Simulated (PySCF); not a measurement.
From one molecule to another.

First species: C₆H₉O₂P.
Numbering: `[CH:1]#[C:2][CH2:3][P@:4](=[O:5])([OH:6])[CH2:7][CH:8]=[CH2:9]` (hydrogens: H10 on C1; H11, H12 on C3; H13 on O6; H14, H15 on C7; H16 on C8; H17, H18 on C9)

Second species: C5H16Si2.
SMILES: `CC(C)(C)[SiH2]C[SiH3]`

Levels: PBE0/pcSseg-1 for dipole moment, HOMO energy, LUMO energy and HOMO–LUMO gap; GFN2-xTB for rotational constant A and rotational constant C. Geometries: GFN2-xTB. Each structure is a single optimised conformer of the isolated species, non-relativistic unless stated. Electronic properties by PySCF.

Dipoles, sizes and rotational constants follow the conformer. The torsions of the flexible species, by atom-mapped SMILES:
- `[CH:1]#[C:2][CH2:3][P@:4](=[O:5])([OH:6])[CH2:7][CH:8]=[CH2:9]`: C2–C3–P4–O5 -73°, C3–P4–C7–C8 178°, P4–C7–C8–C9 -110°, H–O6–P4–C3 137°
- `[CH3:1][C:2]([CH3:3])([CH3:4])[SiH2:5][CH2:6][SiH3:7]`: C1–C2–Si5–C6 60°, C2–Si5–C6–Si7 180°

```
             property   column X   column Y
        dipole moment     1.04 D     2.43 D
          HOMO energy   -7.70 eV   -7.41 eV
          LUMO energy    0.65 eV   -0.04 eV
        HOMO–LUMO gap    8.35 eV    7.37 eV
rotational constant A  3.577 GHz  2.196 GHz
rotational constant C  0.723 GHz  0.811 GHz
```

(1) Which column belongs to which species?

(2) How does each property change from the first species to the second?

Results:

(1) Column X is the second species and column Y the first. The first has 18 atoms and 76 electrons, the second 23 and 74.

(2) dipole moment -1.39 D; HOMO energy -0.29 eV; LUMO energy +0.69 eV; HOMO–LUMO gap +0.98 eV; rotational constant A +1.381 GHz; rotational constant C -0.088 GHz.

On the first: The dipole matches unit charges of opposite sign 0.51 Å apart (1 e·Å = 4.8032 D).

On the second: The dipole equals about 3.5 × 10⁻³⁰ C·m (1 D = 3.33564 × 10⁻³⁰ C·m).
